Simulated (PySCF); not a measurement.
**Shapes and spin states of RhF₄**

Method: PBE0/[Rh def2-SVP with ECP28, F def2-SVP], scalar-relativistic core potentials, density fitting, no spin–orbit coupling, PySCF.

Relaxations began from a few typed shapes and spin states; open shells are unrestricted. The search is not exhaustive: other isomers or separated fragments can lie lower, and high-lying points may rest on an excited occupation.

Task: Which is the lowest minimum found?
A. quartet D2h: Rh–F 1.840 Å (×4); F–Rh–F 87.5° (×2), F–Rh–F 92.5° (×2), F–Rh–F 180.0° (×2)
B. sextet Td: Rh–F 1.891 Å (×4); F–Rh–F 109.5° (×6)
C. quartet D2d: Rh–F 1.850 Å (×4); F–Rh–F 93.9° (×4), F–Rh–F 149.9° (×2)
D. sextet D4h: Rh–F 1.922 Å (×4); F–Rh–F 90.0° (×4), F–Rh–F 180.0° (×2)
E. quartet D4h: Rh–F 1.822 Å (×4); F–Rh–F 90.0° (×4), F–Rh–F 180.0° (×2)
F. doublet C2v: Rh–F 1.818 Å (×2), Rh–F 1.849 Å (×2); F–Rh–F 98.9° (×4), F–Rh–F 102.1°, F–Rh–F 151.6°
G. doublet Cs: Rh–F 1.831 Å (×3), Rh–F 1.844 Å; F–Rh–F 90.1°, F–Rh–F 94.1°, F–Rh–F 101.9° (×2), F–Rh–F 131.2° (×2)

Result: E. The others lie at 51.2 (quartet D2h), 65.2 (doublet C2v), 72.1 (doublet Cs, a saddle point), 84.6 (quartet D2d, a saddle point), 119.0 (sextet Td), 275.9 (sextet D4h, a saddle point) kJ/mol above it.

Formally Rh is in oxidation state +4, d5, with 3 unpaired electrons (the high-spin count would be 5). The Mulliken spin on Rh is 2.04. The polar-tensor charge on Rh, 1.98, is far below the formal one.

For the lowest minimum: with open d or f shells other occupations or spin states may lie lower.
